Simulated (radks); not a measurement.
Values are calculated unless marked as measured or tabulated.
Fractional charge and spin in the 4s shell of arsenic: the spin-up occupation runs from 0 to 1 and the spin-down occupation from 0 to 1; the fullest corner is As, [Ar] 3d10 4p(up 1.5, down 1.5) 4s(up 1, down 1). Code: a radial shooting solver on a logarithmic mesh with Libxc functionals. Model: scalar-relativistic Kohn-Sham, BLYP, spin-polarised, spherical densities, finite nucleus; Fermi nuclear charge, rms radius of each element as measured or else 0.836 A^(1/3) + 0.57 fm. Energy (eV) above the fullest corner. The planes named below are the two flat planes that join the four corners, with an edge along up + down = one added electron.

\begin{tabular}{lrrrrr}
down \ up & 0 & 0.25 & 0.5 & 0.75 & 1 \\ \hline
0 & 48.792 & 40.333 & 32.545 & 25.417 & 18.934 \\
0.25 & 40.333 & 32.611 & 25.544 & 19.119 & 13.320 \\
0.5 & 32.545 & 25.544 & 19.181 & 13.441 & 8.307 \\
0.75 & 25.417 & 19.119 & 13.441 & 8.365 & 3.874 \\
1 & 18.934 & 13.320 & 8.307 & 3.874 & 0.000 \\
\end{tabular}

Corners above the fullest one (they belong to As+ and the next ion): (up 1, down 0) 18.934 eV, (up 0, down 1) 18.934 eV, (up 0, down 0) 48.792 eV. With half an added electron in each spin the energy lies 0.247 eV from the planes, and with half an added electron in spin up alone -1.318 eV. The planes are only a guide here: the flat-plane condition holds for ground states with one frontier orbital, while this shell lies below other occupied shells, so the corners above the fullest one are inner-hole states and not the ground states of those ions.
